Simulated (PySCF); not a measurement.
From computed data to an observable: entropy of an ideal gas

Al(H)(Br)(NH2) (AlBrH3N), SMILES [AlH]([NH2])[Br].

Geometry: B3LYP-D3(BJ)/def2-TZVP. One conformer was computed; it need not be the lowest.

PySCF 2.14.0 with B3LYP-D3(BJ)/def2-TZVP gives the harmonic wavenumbers 164, 361, 390, 419, 508, 575, 740, 837, 1569, 1994, 3569, 3655 cm⁻¹ and the rotational temperatures 1.0285, 0.1124, 0.1013 K. The molar mass is 123.92 g/mol, the symmetry number 1, the spin multiplicity 1.

Q: Work out the entropy at 298.15 K and 1 atm in the rigid-rotor, harmonic-oscillator model.

A: 
Translation (Sackur–Tetrode at 1 atm): S = R[1.5 ln M + 2.5 ln T − 1.16487] = 168.9 J/(mol K).
Rotation: q = (√π/σ) T^1.5/√(θA θB θC) = 84300, S = R[ln q + 3/2] = 106.8 J/(mol K).
Vibration: with u = 1.4388 ν/T, each mode gives R[u/(e^u − 1) − ln(1 − e^−u)]:
```csv
ν (cm⁻¹),modes,u,S (J/(mol K))
164,1,0.79,10.47
361,1,1.74,4.68
390,1,1.88,4.18
419,1,2.02,3.75
508,1,2.45,2.67
575,1,2.77,2.07
740,1,3.57,1.10
837,1,4.04,0.75
1569,1,7.57,0.04
1994,1,9.62,0.01
```
The stiffer modes add less than 0.005 each. Sum 29.7 J/(mol K).
Spin: R ln 1 = 0.0 J/(mol K).
Total 305.3 J/(mol K); the program's own thermochemistry gives 305.3. Translation makes up 55 % and vibration 10 %. Anharmonicity, hindered rotation and orbital degeneracy are left out.
